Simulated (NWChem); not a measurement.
System: AsH, triplet; SMILES [AsH]

```xyz
2

As     0.0000     0.0000    -0.0450
H      0.0000     0.0000     1.4861
```
Atoms are numbered in this order, from 1.

Computed with NWChem. Spin-unrestricted. The geometry was optimised at PBE0-D3(BJ)/def2-TZVP, spin-unrestricted. No stability test was run on the SCF state.

What does the run give for B3LYP/def2-SVP? Quantities: highest occupied level (eV); lowest empty minus highest occupied level, either spin (eV); dipole (D); <S²>.


- highest occupied level (eV): -6.53
- lowest empty minus highest occupied level, either spin (eV): 3.38
- dipole (D): 0.25
- <S²>: 2.00
